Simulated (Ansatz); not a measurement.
Frontier orbitals of C₁₀H₁₂, SMILES `c1ccc2c(c1)CCCC2`.

```xyz
22

C    -0.320    2.835    0.377
C     1.023    2.690    0.056
C     1.529    1.427   -0.194
C     0.722    0.294   -0.132
C    -0.629    0.441    0.188
C    -1.129    1.716    0.440
C    -1.557   -0.744    0.242
C    -0.828   -2.073    0.348
C     0.293   -2.136   -0.676
C     1.327   -1.062   -0.384
H    -0.732    3.818    0.578
H     1.671    3.557    0.000
H     2.579    1.309   -0.447
H    -2.180    1.826    0.692
H    -2.172   -0.746   -0.668
H    -2.256   -0.619    1.075
H    -0.405   -2.184    1.353
H    -1.532   -2.897    0.209
H    -0.126   -1.985   -1.678
H     0.767   -3.121   -0.677
H     1.906   -1.356    0.501
H     2.050   -0.989   -1.203
```

The species carries charge 0 and has multiplicity 1. Geometry: relaxed with PBE0-D4/def2-TZVP. Basis def2-TZVPP, Ansatz 0.2.0.

Orbital energies of one run (eV). Highest occupied ones, from the top: -6.32, -6.54, -8.27, -8.41, -8.93, -9.23, -9.37, -10.02, -10.39, -10.55, -10.91, -11.54, -11.67, -11.82. Empty: -0.50, -0.30, 0.92, 1.48, 1.54, 1.90.

**Question.** Which functional gave them?
A. revPBE
B. r2SCAN0
C. HSE06 (plane-wave form)
D. ωB97X-V

**Answer.** C. HOMO energies: HSE06 -6.32, ωB97X-V -8.85, revPBE -5.68, r2SCAN0 -6.83 eV.
